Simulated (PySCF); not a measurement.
# Electron correlation in Sb²⁺ (antimony, charge +2)

[Kr] 4d10 5s2 5p1, 2P determinant. Computed with PySCF 2.14 in def2-TZVPPD with the def2 core potential (28 electrons) (7s5p4d2f, 56 functions), with a scalar-relativistic core potential. Frozen: 4s2 4p6 4d10; 3 electrons correlated.

```json
{"level": "CCSD", "correlation energy (mhartree)": "-46.24"}
{"level": "(T)", "correlation energy (mhartree)": "-0.60"}
{"level": "CCSD(T)", "correlation energy (mhartree)": "-46.84"}
{"level": "CCSDT", "correlation energy (mhartree)": "-47.04"}
```

Diagnostics: T1 = 0.0086, D1 = 0.0199, largest double amplitude 0.095.

Cost of the coupled-cluster step: about 1.4 core-seconds, for 3 correlated electrons.

Iterations:

```
CC2 = 0
CCSD nocc = (np.int64(2), np.int64(1)), nmo = (47, 47)
frozen orbitals [[0, 1, 2, 3, 4, 5, 6, 7, 8], [0, 1, 2, 3, 4, 5, 6, 7, 8]]
max_cycle = 100
direct = 0
conv_tol = 1e-08
conv_tol_normt = 1e-06
diis_space = 8
diis_start_cycle = 0
Init t2, MP2 energy = -0.0343328708221424
Init E_corr(UCCSD) = -0.0343328708267994
cycle = 1  E_corr(UCCSD) = -0.0422765996834672  dE = -0.00794372886  norm(t1,t2) = 0.0423914
cycle = 2  E_corr(UCCSD) = -0.0447176887543436  dE = -0.00244108907  norm(t1,t2) = 0.0166572
cycle = 3  E_corr(UCCSD) = -0.0462505150233328  dE = -0.00153282627  norm(t1,t2) = 0.00718863
cycle = 4  E_corr(UCCSD) = -0.0462365100366372  dE = 1.40049867e-05  norm(t1,t2) = 0.000763327
cycle = 5  E_corr(UCCSD) = -0.0462433029265459  dE = -6.79288991e-06  norm(t1,t2) = 8.77321e-05
cycle = 6  E_corr(UCCSD) = -0.046241805254239  dE = 1.49767231e-06  norm(t1,t2) = 1.13216e-05
cycle = 7  E_corr(UCCSD) = -0.0462423746959836  dE = -5.69441745e-07  norm(t1,t2) = 2.55109e-06
cycle = 8  E_corr(UCCSD) = -0.0462422124160664  dE = 1.62279917e-07  norm(t1,t2) = 6.893e-07
cycle = 9  E_corr(UCCSD) = -0.0462422310784957  dE = -1.86624293e-08  norm(t1,t2) = 1.11117e-07
cycle = 10  E_corr(UCCSD) = -0.0462422329967001  dE = -1.91820439e-09  norm(t1,t2) = 1.78228e-08
UCCSD converged
E(UCCSD) = -238.4200189620184  E_corr = -0.04624223299670006
UCCSD(T) correction = -0.00060206504668815
```
